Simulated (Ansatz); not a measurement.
C6H12BO2 (SMILES [CH2]C1(C)OBOC1(C)C), doublet, at a GFN2-xTB geometry; MP2/STO-3G (Ansatz, a quantum-chemistry and plane-wave program).

The Ansatz input:
Ansatz 0.2 input:
```yaml
crystal:
  periodic: [false, false, false]
  atoms:
    - {symbol: C, position_ang: [1.44959450, 0.82454073, 1.18004454]}
    - {symbol: C, position_ang: [0.84039742, 0.07257958, 0.07722449]}
    - {symbol: C, position_ang: [1.57084360, 0.38069637, -1.24260035]}
    - {symbol: O, position_ang: [0.94803419, -1.33243616, 0.30646091]}
    - {symbol: B, position_ang: [-0.24183883, -1.92340542, 0.05234856]}
    - {symbol: O, position_ang: [-1.22885497, -1.04066680, -0.23569217]}
    - {symbol: C, position_ang: [-0.74473802, 0.28150521, -0.04420660]}
    - {symbol: C, position_ang: [-1.19824721, 1.16724967, -1.19847253]}
    - {symbol: C, position_ang: [-1.32339271, 0.80991603, 1.27273755]}
    - {symbol: H, position_ang: [1.75594365, 1.84015427, 1.03007634]}
    - {symbol: H, position_ang: [1.64050784, 0.34547067, 2.11816018]}
    - {symbol: H, position_ang: [1.51484983, 1.43821463, -1.47961783]}
    - {symbol: H, position_ang: [1.14386995, -0.20613017, -2.05177633]}
    - {symbol: H, position_ang: [2.61403005, 0.09576786, -1.12779262]}
    - {symbol: H, position_ang: [-0.40040421, -3.07405300, 0.07233844]}
    - {symbol: H, position_ang: [-2.28347910, 1.23772149, -1.17498475]}
    - {symbol: H, position_ang: [-0.77957176, 2.16445196, -1.09655207]}
    - {symbol: H, position_ang: [-0.91012165, 0.74628590, -2.15655958]}
    - {symbol: H, position_ang: [-1.02107162, 0.16771672, 2.09614680]}
    - {symbol: H, position_ang: [-0.97596726, 1.82207993, 1.46095844]}
    - {symbol: H, position_ang: [-2.40957049, 0.80524515, 1.21334732]}
basis:
  gaussian:
    orbitals: STO-3G
magnetization: {spin_polarized: true, initial_magnetization: 1}
correlation: {method: mp2, electrons: outside_noble_gas}
accuracy: high
```

Output, abridged:

```
Functional definition: HF
1468 factors; integrals over basis functions are off by at most 2.3e-9 eV
mean field evaluation 1: about -10977.3674 eV, gradient 2.4e1 eV
mean field evaluation 2: about -10977.9593 eV, gradient 2.4e1 eV
mean field evaluation 4: about -10982.1726 eV, gradient 2.1e0 eV
mean field evaluation 8: about -10982.2295 eV, gradient 8.6e-4 eV
mean field -10982.22954356 eV, -403.5894917033 hartree, gradient 2.3e-8 eV, S^2 0.765630; 0 other end points of the search recorded, 0 dependent functions left out
9 core orbitals not correlated
reference -10982.22954356 eV, -403.5894917033 hartree; 26, 25 occupied and 22, 23 virtual orbitals, 1468 factors
second order -11.18495866 eV of doubles, -0.00000000 eV of singles
Total energy: -10993.41450222 eV, -404.0005313526 hartree
```
